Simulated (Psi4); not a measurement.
C₂H (SMILES [C]#C), doublet (typed; the unrestricted solution is spin-contaminated), geometry from GFN2-xTB; CCSD/def2-SVP (Psi4 1.11).

Here is a job for Psi4.
```
memory 2 GB

molecule {
0 2
C    -0.00000000   -0.00000000   -0.72327392
C     0.00000000    0.00000000    0.46866225
H     0.00000000    0.00000000    1.52766999
}

set {
  basis def2-svp
  reference uhf
  freeze_core true
}

energy('ccsd')
print_variables()
```

What the program printed (banner, timings and long lists left out):

```
   => Loading Basis Set <=

    Name: DEF2-SVP
    Role: ORBITAL
    Keyword: BASIS

         ---------------------------------------------------------
                                   SCF
               by Justin Turney, Rob Parrish, Andy Simmonett
                          and Daniel G. A. Smith
                              UHF Reference
         ---------------------------------------------------------

  ==> Geometry <==

    Molecular point group: c2v
    Full point group: C_inf_v

    Geometry (in Angstrom), charge = 0, multiplicity = 2:

       Center              X                  Y                   Z               Mass
    ------------   -----------------  -----------------  -----------------  -----------------
         C            0.000000000000     0.000000000000    -0.662664251581    12.000000000000
         C            0.000000000000     0.000000000000     0.529271918419    12.000000000000
         H            0.000000000000     0.000000000000     1.588279658419     1.007825032230

  Running in c2v symmetry.

  Rotational constants: A = ************  B =      1.50873  C =      1.50873 [cm^-1]
  Rotational constants: A = ************  B =  45230.53199  C =  45230.53199 [MHz]
  Nuclear repulsion =   20.391414654599156

  Charge       = 0
  Multiplicity = 2
  Electrons    = 13
  Nalpha       = 7
  Nbeta        = 6

  ==> Algorithm <==

  SCF Algorithm Type is PK.
  DIIS enabled.
  MOM disabled.
  Fractional occupation disabled.
  Guess Type is SAD.
  Energy threshold   = 1.00e-08
  Density threshold  = 1.00e-08
  Integral threshold = 1.00e-12

  ==> Primary Basis <==

  Basis Set: DEF2-SVP
    Blend: DEF2-SVP
    Number of shells: 15
    Number of basis functions: 33
    Number of Cartesian functions: 35
    Spherical Harmonics?: true
    Max angular momentum: 2

  ==> Integral Setup <==

  Using in-core PK algorithm.
   Calculation information:
      Number of atoms:                   3
      Number of AO shells:              15
      Number of primitives:             29
      Number of atomic orbitals:        35
      Number of basis functions:        33

      Integral cutoff                 1.00e-12
      Number of threads:                 1

  Performing in-core PK
  Using 315282 doubles for integral storage.
  We computed 7260 shell quartets total.
  Whereas there are 7260 unique shell quartets.

  ==> DiskJK: Disk-Based J/K Matrices <==

    J tasked:                  Yes
    K tasked:                  Yes
    wK tasked:                  No
    Schwarz Cutoff:          1E-12

  Minimum eigenvalue in the overlap matrix is 2.0163310054E-03.
  Reciprocal condition number of the overlap matrix is 5.1276128869E-04.
    Using symmetric orthogonalization.

  ==> Pre-Iterations <==

  SCF Guess: Superposition of Atomic Densities via on-the-fly atomic UHF (no occupation information).

   -------------------------
    Irrep   Nso     Nmo
   -------------------------
     A1        17      17
     A2         2       2
     B1         7       7
     B2         7       7
   -------------------------
    Total      33      33
   -------------------------

  ==> Iterations <==

                        Total Energy        Delta E     RMS |[F,P]|

   @UHF iter SAD:   -75.22746456131769   -7.52275e+01   0.00000e+00
   @UHF iter   1:   -76.03750051823666   -8.10036e-01   1.33165e-02 ADIIS/DIIS
   @UHF iter   2:   -76.07070536356503   -3.32048e-02   7.03130e-03 ADIIS/DIIS
   @UHF iter   3:   -76.08082808102616   -1.01227e-02   2.19802e-03 ADIIS/DIIS
   @UHF iter   4:   -76.08310793603096   -2.27986e-03   1.27421e-03 ADIIS/DIIS
   @UHF iter   5:   -76.08474249399850   -1.63456e-03   1.12019e-03 ADIIS/DIIS
   @UHF iter   6:   -76.08813163215100   -3.38914e-03   8.91279e-04 ADIIS/DIIS
   @UHF iter   7:   -76.09181235972144   -3.68073e-03   2.78709e-04 ADIIS/DIIS
   @UHF iter   8:   -76.09150361609426    3.08744e-04   3.42728e-04 ADIIS/DIIS
   @UHF iter   9:   -76.09187785941516   -3.74243e-04   6.11517e-05 DIIS
   @UHF iter  10:   -76.09188626915375   -8.40974e-06   1.53868e-05 DIIS
   @UHF iter  11:   -76.09188671738755   -4.48234e-07   2.66166e-06 DIIS
   @UHF iter  12:   -76.09188671808508   -6.97526e-10   1.76672e-06 DIIS
   @UHF iter  13:   -76.09188672678708   -8.70200e-09   3.44800e-07 DIIS
   @UHF iter  14:   -76.09188672710630   -3.19218e-10   8.16493e-08 DIIS
   @UHF iter  15:   -76.09188672712271   -1.64135e-11   1.72060e-08 DIIS
   @UHF iter  16:   -76.09188672712325   -5.40012e-13   8.01706e-09 DIIS
  Energy and wave function converged.

  ==> Post-Iterations <==

   @Spin Contamination Metric:   3.436023409E-01
   @S^2 Expected:                7.500000000E-01
   @S^2 Observed:                1.093602341E+00
   @S   Expected:                5.000000000E-01
   @S   Observed:                5.000000000E-01

    Orbital Energies [Eh]
    ---------------------

    Alpha Occupied:

[...]
       1B1    -0.454374

    Alpha Virtual:

[...]
    Beta Occupied:

[...]
    Beta Virtual:

[...]
    Final Occupation by Irrep:
             A1    A2    B1    B2
    DOCC [     4,    0,    1,    1 ]
    SOCC [     1,    0,    0,    0 ]
    NA   [     5,    0,    1,    1 ]
    NB   [     4,    0,    1,    1 ]

  @UHF Final Energy:   -76.09188672712325

   => Energetics <=

    Nuclear Repulsion Energy =             20.3914146545991564
    One-Electron Energy =                -142.0290238074246645
    Two-Electron Energy =                  45.5457224257022517
    Total Energy =                        -76.0918867271232529

  UHF NO Occupations:
  HONO-2 :    1 B2 1.9117555
  HONO-1 :    1 B1 1.9117555
  HONO-0 :    5 A1 1.0000000
  LUNO+0 :    2 B2 0.0882445
  LUNO+1 :    2 B1 0.0882445
  LUNO+2 :    6 A1 0.0026438
  LUNO+3 :    7 A1 0.0004584

Computation Completed

Properties will be evaluated at   0.000000,   0.000000,   0.000000 [a0]

Properties computed using the SCF density matrix

 Multipole Moments:

[...]

    Input parameters:
    -----------------
    Wave function   =     CCSD
    Reference wfn   =     UHF
    Brueckner       =     No
    Maxiter         =     50
    R_Convergence   =     1.0e-07
    E_Convergence   =     1.0e-06
    Restart         =     Yes
    DIIS            =     Yes
    AO Basis        =     NONE
    ABCD            =     NEW
    Cache Level     =     2
    Cache Type      =     LRU
    Print Level     =     1
    Num. of threads =     1
    # Amps to Print =     10
    Print MP2 Amps? =     No
    Analyze T2 Amps =     No
    Print Pair Ener =     No
    Local CC        =     No
    SCS-MP2         =     False
    SCSN-MP2        =     False
    SCS-CCSD        =     False

MP2 correlation energy -0.1965049401895773
                Solving CC Amplitude Equations
                ------------------------------
  Iter             Energy              RMS        T1Diag      D1Diag    New D1Diag    D2Diag
  ----     ---------------------    ---------   ----------  ----------  ----------   --------
     0        -0.196504940189577    0.000e+00    0.000000    0.000000    0.000000    0.000000
     1        -0.208323304203506    8.818e-02    0.025635    0.000000    0.000000    0.000000
     2        -0.221369645222740    5.003e-02    0.045036    0.000000    0.000000    0.000000
     3        -0.229621443223614    3.344e-02    0.071692    0.000000    0.000000    0.000000
     4        -0.230628860743493    1.250e-02    0.082097    0.000000    0.000000    0.000000
     5        -0.230774529361981    4.462e-03    0.083034    0.000000    0.000000    0.000000
     6        -0.230924078296619    2.619e-03    0.083423    0.000000    0.000000    0.000000
     7        -0.230973615902952    1.162e-03    0.083464    0.000000    0.000000    0.000000
     8        -0.231009306637412    4.301e-04    0.083408    0.000000    0.000000    0.000000
     9        -0.231019930661698    1.397e-04    0.083408    0.000000    0.000000    0.000000
    10        -0.231023196962119    4.838e-05    0.083398    0.000000    0.000000    0.000000
    11        -0.231023800375017    1.336e-05    0.083400    0.000000    0.000000    0.000000
    12        -0.231023993708260    4.863e-06    0.083400    0.000000    0.000000    0.000000
    13        -0.231023975574127    2.119e-06    0.083400    0.000000    0.000000    0.000000
    14        -0.231023925746654    8.413e-07    0.083400    0.000000    0.000000    0.000000
    15        -0.231023872534428    3.023e-07    0.083400    0.000000    0.000000    0.000000
    16        -0.231023849912557    1.427e-07    0.083400    0.000000    0.000000    0.000000
    17        -0.231023847735554    5.016e-08    0.083400    0.000000    0.000000    0.000000

    Iterations converged.

    Largest TIA Amplitudes:
              3  14        -0.1193157637
              4  20        -0.1193157637
              3  16        -0.0361020384
              4  22        -0.0361020384
              3  15         0.0185373758
              4  21         0.0185373758
              0   1        -0.0109318716
              3  18         0.0080378372
              4  24         0.0080378372
              1   4         0.0074424500

    Largest Tia Amplitudes:
              2  15         0.1086562812
              3  21         0.1086562812
              2  17         0.0365596958
              3  23         0.0365596958
              1   0         0.0328327168
              0   0         0.0275090507
              2  16         0.0205704975
              3  22         0.0205704975
              2  18         0.0134015882
              3  24         0.0134015882

    Largest TIJAB Amplitudes:
      4   3  20  14        -0.0364201591
      4   3  21  15        -0.0201254118
      3   2  15   3        -0.0193210181
      4   2  21   3        -0.0193210181
      3   2  14   2        -0.0190490627
      4   2  20   2        -0.0190490627
      4   3  12   7        -0.0173626430
      4   3  20  16        -0.0168235700
      4   3  22  14        -0.0168235700
      3   1  14   1        -0.0150583740

    Largest Tijab Amplitudes:
      3   2  21  15        -0.0343821350
      3   2  22  16        -0.0202042028
      2   1  15   2        -0.0178013317
      3   1  21   2        -0.0178013317
      3   2  13   8        -0.0167421097
      3   2  21  17        -0.0164001159
      3   2  23  15        -0.0164001159
      3   2  23  17        -0.0132893910
      2   1  16   1        -0.0126211998
      3   1  22   1        -0.0126211998

    Largest TIjAb Amplitudes:
      3   2  14  15        -0.1028189327
      4   3  20  21        -0.1028189327
      2   2  14   0        -0.0621490667
      2   3  20   0        -0.0621490667
      3   3  14  21        -0.0606543984
      4   2  20  15        -0.0606543984
      3   2  14  17        -0.0453052497
      4   3  20  23        -0.0453052497
      3   2  16  15        -0.0412852445
      4   3  22  21        -0.0412852445

    SCF energy       (wfn)                    =  -76.091886727123253
    Reference energy (file100)                =  -76.091886727123423

    Opposite-spin MP2 correlation energy      =   -0.143734179243809
    Same-spin MP2 correlation energy          =   -0.052770760945769
    Singles MP2 correlation energy            =   -0.000000000000000
    MP2 correlation energy                    =   -0.196504940189577
      * MP2 total energy                      =  -76.288391667313007

    Opposite-spin CCSD correlation energy     =   -0.184954918833224
    Same-spin CCSD correlation energy         =   -0.046068928902330
    Singles CCSD correlation energy           =   -0.000000000000000
    CCSD correlation energy                   =   -0.231023847735554
      * CCSD total energy                     =  -76.322910574858980

  Variable Map:
  ----------------------------------------------------------------------------
[...]
  Array Variable Map:
  ----------------------------------------------------------------------------
[...]
[...]
```
